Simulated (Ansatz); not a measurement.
Program: Ansatz. Geometries: PBE0-D4/def2-TZVP. ΔE: electronic, gas phase. CCSD(T)/CBS adds triple-zeta CCSD(T) − MP2 to the extrapolated MP2 energy (def2 sets, frozen cores). Elements past krypton have def2 core potentials. For Sn outer-core shells are correlated without core-valence functions, which leaves a few kJ/mol of doubt a bond. Each species was taken in one conformer, which may not be the lowest.

`[SiH3][SnH]([Cl])[Cl]` + `O=C=[N][AlH][Cl]` → `[SiH3][Sn]([Cl])([Cl])[Cl]` + `O=C=[N][AlH2]`  (redistribution)

| species | CCSD(T)/CBS(def2) energy (Eh) |
| --- | --- |
| `[SiH3][SnH]([Cl])[Cl]` | -1425.15460 |
| `O=C=[N][AlH][Cl]` | -870.43852 |
| `[SiH3][Sn]([Cl])([Cl])[Cl]` | -1884.38944 |
| `O=C=[N][AlH2]` | -411.17628 |

Task: Work out ΔE.

Result: ΔE = (-1884.38944) + (-411.17628) − (-1425.15460) − (-870.43852) = 0.02740 Eh = +17.2 kcal/mol.

Largest T1 diagnostic among the species: 0.016.

The D4 term adds −0.9 kcal/mol with B3LYP and −0.5 kcal/mol with PBE0; it sums over pairs of atoms, weighted by their polarisabilities, and B3LYP, whose exchange is more repulsive, gets the larger term. Leaving LDA and LC-ωPBE aside and taking each functional with its dispersion term where it has one, the values, not all of them listed here, spread over 3.3 kcal/mol, from BLYP-D4 to r2SCAN0-D4. LDA lies +1.3 kcal/mol from PBE without D4.

B3LYP here is the variant with VWN-RPA as its local correlation; programs differ in this.
